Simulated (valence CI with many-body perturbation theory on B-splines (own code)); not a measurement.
## Os⁷⁰⁺: magnetic and hyperfine properties of the levels

Computed by valence CI with perturbative core correlation (CI+MBPT): four valence electrons over a frozen Dirac-Fock core [He], radial functions for each j: 11 s, 11 p, 10 d, 8 f, 5 g, 2 h, with the one-electron correlation potential Σ1 (screened to all orders), the two-electron term Σ2, the three-electron term Σ3, Breit, model QED; selected single and double excitations, second order for the rest, scaled by the run's own slope (own B-spline code, finite nucleus).

The last digits are not significant, and no measured levels were compared; by estimate large intervals hold to a few tenths of a per cent, small ones and those within an open d or f shell to about a per cent. Among the levels kept, up to 1300 cm⁻¹ of a level comes from second order outside the variational space, and about a tenth of that is noise between levels of different J, which matters for small intervals.

A/g_I is the dipole constant over the nuclear g factor μ/I (μ in nuclear magnetons, uniformly magnetised nucleus), B/Q the quadrupole constant per barn. Both hold the static response of the core; the bare values leave it out. Large factors of s and p1/2 electrons are usually good to 5 to 10 %; those of open d and f shells near neutrality can be off by tens of per cent, and small factors of p3/2, d and f electrons come from cancelling terms and can be off by a factor of two or in sign, in half-filled shells by more. B is blank for J = 1/2, where it vanishes, and for nearly pure S terms. Energies count from the lowest level. Levels with J = 0 are left out.

Levels are named by their leading jj configuration (3d3/2^4 stands for four electrons in 3d with j = 3/2), which in mixed levels can hold well under half, so a name can repeat and another be missing. Letters in brackets count levels of one name in rising energy.

```tsv
Level	E (Ry)	g	A/g_I (MHz)	A/g_I bare	B/Q (MHz/b)	B/Q bare
(2s^2 2p1/2 2p3/2) J=1	117.46	1.466	-1000000	-971000	915000	916000
(2s^2 2p1/2 2p3/2) J=2	118.80	1.131	2840000	2840000	1740000	1740000
(2s 2p1/2^2 2p3/2) J=2	140.67	1.486	7150000	7110000	1770000	1770000
(2s 2p1/2^2 2p3/2) J=1	147.38	1.112	-5350000	-5250000	1020000	1020000
(2s^2 2p3/2^2) J=2	238.16	1.289	929000	947000	85400	85500
(2s 2p1/2 2p3/2^2) J=2 [a]	255.95	1.545	5050000	5020000	251000	251000
(2s 2p1/2 2p3/2^2) J=3	259.26	1.291	6390000	6360000	-4640	-4680
(2s 2p1/2 2p3/2^2) J=1 [a]	265.86	1.298	-6560000	-6440000	-487000	-488000
(2s 2p1/2 2p3/2^2) J=2 [b]	266.51	1.042	-493000	-443000	-175000	-175000
(2s 2p1/2 2p3/2^2) J=1 [b]	266.86	1.289	1.66e+07	1.64e+07	280000	281000
(2p1/2^2 2p3/2^2) J=2	291.06	1.302	869000	909000	82000	82100
(2s 2p3/2^3) J=2	381.28	1.434	7240000	7190000	-1860000	-1860000
(2s 2p3/2^3) J=1	387.87	1.150	-5420000	-5310000	-808000	-810000
(2p1/2 2p3/2^3) J=1	409.79	1.467	-1070000	-1000000	-910000	-911000
(2p1/2 2p3/2^3) J=2	411.14	1.119	2830000	2840000	-1910000	-1910000
(2s^2 2p1/2 3s) J=1	815.06	1.298	8130000	8090000	-15300	-15300
(2s^2 2p1/2 3p1/2) J=1	821.59	0.630	5650000	5620000	-3640	-3640
(2s 2p1/2^2 3s) J=1	836.06	1.995	1.67e+07	1.66e+07	6550	6550
(2s 2p1/2^2 3p1/2) J=1	843.51	1.332	1.43e+07	1.41e+07	-6330	-6340
(2s^2 2p1/2 3p3/2) J=2	858.04	1.142	2370000	2370000	546000	546000
(2s^2 2p1/2 3p3/2) J=1	858.12	1.496	-1730000	-1710000	274000	274000
(2s^2 2p1/2 3d3/2) J=2	863.00	0.740	2290000	2290000	111000	112000
(2s^2 2p1/2 3d3/2) J=1	864.98	0.826	-1930000	-1930000	47800	48200
(2s^2 2p1/2 3d5/2) J=2	873.13	1.283	-1200000	-1200000	108000	108000
(2s^2 2p1/2 3d5/2) J=3	873.46	1.091	1500000	1490000	104000	104000
(2s 2p1/2^2 3p3/2) J=2	879.54	1.489	6550000	6490000	531000	531000
(2s 2p1/2^2 3p3/2) J=1	879.92	1.140	-6180000	-6100000	280000	280000
(2s 2p1/2^2 3d3/2) J=1	884.43	0.472	-6330000	-6260000	48400	48800
(2s 2p1/2^2 3d3/2) J=2	884.87	1.103	6570000	6500000	93700	94400
(2s 2p1/2^2 3d5/2) J=3	894.30	1.324	4400000	4360000	96600	97400
(2s 2p1/2^2 3d5/2) J=2	895.63	1.034	-4200000	-4160000	80200	80900
```

Problem. Take the isotope of mass number 189, with I = 3/2, μ = 0.6576 μN, leaving out the quadrupole term. What is the hyperfine structure of (2s 2p1/2 2p3/2^2) J=2 [a]?

Solution. From the table A = 2210000 MHz. Shifts from the centre of gravity in MHz: F = 1/2: -9940000, F = 3/2: -6630000, F = 5/2: -1100000, F = 7/2: 6630000.
